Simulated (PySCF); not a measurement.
## Orbital levels and atomic charges

System: Si16P30H48 (flake black phosphorene).

Cartesian coordinates (Å):
```
  1 P    -3.146   -1.083    0.304
  2 P    -3.126   -1.310   -4.209
  3 P    -3.267   -0.890    4.836
  4 P    -3.165    1.038   -0.300
  5 P    -3.308    0.805   -4.832
  6 P    -3.126    1.236    4.236
  7 P     3.170   -1.017    0.284
  8 P     3.155   -1.205   -4.247
  9 P     0.015   -1.011    0.451
 10 P     1.672   -0.967    1.898
 11 P     0.010   -1.173   -4.052
 12 P     1.670   -1.118   -2.619
 13 P    -1.634   -0.989    1.904
 14 P    -1.631   -1.164   -2.595
 15 P     3.293   -0.844    4.877
 16 P     0.014   -0.907    4.908
 17 P     1.672   -0.955    6.343
 18 P    -1.662   -0.988    6.322
 19 P     3.138    1.109   -0.309
 20 P     3.243    0.906   -4.897
 21 P     1.636    1.006   -1.917
 22 P    -0.007    1.020   -0.457
 23 P     1.623    0.954   -6.366
 24 P    -0.027    0.887   -4.921
 25 P    -1.659    0.966   -1.906
 26 P    -1.711    0.921   -6.326
 27 P     3.145    1.268    4.240
 28 P     1.658    1.151    2.617
 29 P     0.006    1.161    4.059
 30 P    -1.641    1.136    2.608
 31 Si   -5.035   -1.626    1.404
 32 H    -5.033   -3.084    1.270
 33 H    -6.174   -1.060    0.675
 34 H    -5.131   -1.233    2.810
 35 Si   -4.999   -1.931   -3.128
 36 H    -4.947   -3.387   -3.275
 37 H    -6.136   -1.377   -3.873
 38 H    -5.099   -1.565   -1.713
 39 Si   -5.050   -0.904    6.217
 40 H    -6.061   -1.676    5.484
 41 H    -5.571    0.441    6.492
 42 H    -4.661   -1.565    7.463
 43 Si   -5.045    1.573   -1.418
 44 H    -5.205    1.071   -2.783
 45 H    -4.974    3.035   -1.407
 46 H    -6.189    1.122   -0.618
 47 Si   -5.090    0.770   -6.213
 48 H    -5.597   -0.587   -6.452
 49 H    -4.713    1.406   -7.476
 50 H    -6.104    1.553   -5.496
 51 Si   -5.017    1.827    3.168
 52 H    -5.099    1.473    1.749
 53 H    -5.000    3.282    3.332
 54 H    -6.140    1.236    3.906
 55 Si    5.076   -1.535    1.367
 56 H     6.194   -0.731    0.863
 57 H     5.251   -2.934    0.965
 58 H     5.021   -1.429    2.823
 59 Si    5.080   -1.680   -3.181
 60 H     6.154   -0.817   -3.685
 61 H     5.301   -3.066   -3.604
 62 H     5.005   -1.607   -1.719
 63 Si    5.066   -0.790    6.271
 64 H     6.085   -1.575    5.565
 65 H     4.686   -1.421    7.535
 66 H     5.561    0.575    6.493
 67 Si    1.854    0.986    7.527
 68 H     3.285    1.103    7.842
 69 H     1.075    0.715    8.737
 70 H     1.397    2.199    6.837
 71 Si   -1.901    0.956    7.497
 72 H    -1.447    0.576    8.837
 73 H    -3.337    1.264    7.525
 74 H    -1.154    2.093    6.951
 75 Si    5.020    1.690   -1.401
 76 H     4.917    1.649   -2.857
 77 H     6.156    0.874   -0.961
 78 H     5.198    3.071   -0.945
 79 Si    5.025    0.907   -6.283
 80 H     6.004    1.752   -5.588
 81 H     4.623    1.491   -7.563
 82 H     5.583   -0.438   -6.472
 83 Si    1.862   -1.008   -7.508
 84 H     1.341   -2.199   -6.829
 85 H     3.307   -1.153   -7.734
 86 H     1.168   -0.745   -8.770
 87 Si   -1.900   -1.038   -7.480
 88 H    -1.345   -0.698   -8.791
 89 H    -3.340   -1.304   -7.594
 90 H    -1.225   -2.189   -6.872
 91 Si    5.053    1.809    3.170
 92 H     4.984    1.723    1.708
 93 H     6.152    0.986    3.687
 94 H     5.226    3.204    3.585
```

Method: PBE/def2-SVP, gas phase, PySCF, fitting set def2-universal-JFIT, grid level 1.

Question: Give the orbital energies near the gap.

Answer: 
| orbital | eV |
| --- | --- |
| HOMO-4 | -5.38 |
| HOMO-3 | -5.29 |
| HOMO-2 | -5.16 |
| HOMO-1 | -4.99 |
| HOMO | -4.69 |
| LUMO | -2.74 |
| LUMO+1 | -2.57 |
| LUMO+2 | -2.42 |
| LUMO+3 | -2.38 |

Question: Give the partial charges of the non-hydrogen atoms.

Answer: 
```csv
atom,Mulliken,IAO,Hirshfeld
P1,-0.16,-0.10,-0.01
P2,-0.16,-0.11,-0.01
P3,-0.17,-0.10,-0.01
P4,-0.16,-0.10,-0.01
P5,-0.17,-0.10,-0.01
P6,-0.16,-0.12,-0.01
P7,-0.16,-0.11,-0.01
P8,-0.17,-0.12,-0.01
P9,0.01,0.00,0.00
P10,-0.01,0.00,0.00
P11,-0.01,-0.01,0.00
P12,-0.01,0.00,0.00
P13,-0.01,0.00,0.00
P14,-0.01,0.00,0.00
P15,-0.17,-0.10,-0.01
P16,-0.01,0.02,0.01
P17,-0.13,-0.09,-0.03
P18,-0.13,-0.10,-0.03
P19,-0.16,-0.11,-0.02
P20,-0.17,-0.10,-0.01
P21,-0.01,0.00,0.00
P22,0.01,0.01,0.00
P23,-0.13,-0.09,-0.03
P24,-0.01,0.02,0.01
P25,-0.01,0.00,0.00
P26,-0.13,-0.09,-0.03
P27,-0.16,-0.12,-0.01
P28,-0.01,0.00,0.00
P29,-0.01,-0.01,0.00
P30,-0.01,0.00,0.00
Si31,0.21,0.37,0.22
Si35,0.21,0.38,0.23
Si39,0.20,0.36,0.23
Si43,0.22,0.37,0.22
Si47,0.20,0.36,0.23
Si51,0.22,0.38,0.23
Si55,0.20,0.36,0.22
Si59,0.22,0.37,0.23
Si63,0.20,0.36,0.23
Si67,0.18,0.34,0.21
Si71,0.18,0.34,0.21
Si75,0.20,0.36,0.22
Si79,0.20,0.36,0.23
Si83,0.18,0.34,0.21
Si87,0.18,0.34,0.21
Si91,0.22,0.37,0.23
```
